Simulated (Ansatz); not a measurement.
`Cc1ccccc1C` → `[CH2]` (triplet) + `Cc1ccccc1`  (formal loss of a carbene)

Isolated molecules relaxed with PBE0-D4/def2-TZVP in Ansatz; ΔE leaves out vibrations. CCSD(T)/CBS is the MP2 limit (def2-TZVPP, def2-QZVPP) plus CCSD(T) − MP2 in def2-TZVPP, frozen cores. This one scheme is used for every species. Functionals use def2-TZVPP. B3LYP here is the variant with VWN-RPA as its local correlation; programs differ in this. Triplets are unrestricted, without spin–orbit coupling.

| level | ΔE (kJ/mol) |
| --- | --- |
| PBE0-D4 | 444.4 |
| CAM-B3LYP-D4 | 442.4 |
| PBE0 | 436.4 |
| B3LYP | 423.6 |
| CCSD/def2-SVP | 421.0 |
| SCS-MP2/def2-TZVPP | 448.8 |
| CCSD(T)/def2-TZVPP | 434.9 |
| HF/def2-QZVPP | 290.1 |

What does CCSD(T)/CBS give? (Estimate.)

Ansatz gave: +445.8 kJ/mol. The listed levels differ from it by -1.4, -3.4, -9.4, -22.2, -24.8, 3.0, -10.9, -155.7 kJ/mol.

Largest T1 diagnostic among the species: 0.011.

Leaving LDA and LC-ωPBE aside and taking each functional with its dispersion term where it has one, the values, not all of them listed here, spread over 35.8 kJ/mol, from r2SCAN0-D4 to ωB97X-V. LDA lies +80.7 kJ/mol from PBE without D4. From BLYP to BHLYP (50 % exact exchange), in def2-TZVPP and without D4, ΔE moves by −3.2 kJ/mol. In def2-TZVPP, CCSD(T) changes the Hartree–Fock value by +144.8 kJ/mol (the triples alone add +12.7 kJ/mol) and MP2 by +161.3 kJ/mol.

CCSD(T)/CBS has its own doubt, a few kJ/mol and more with outer-core shells, so smaller differences from it don't rank the levels.
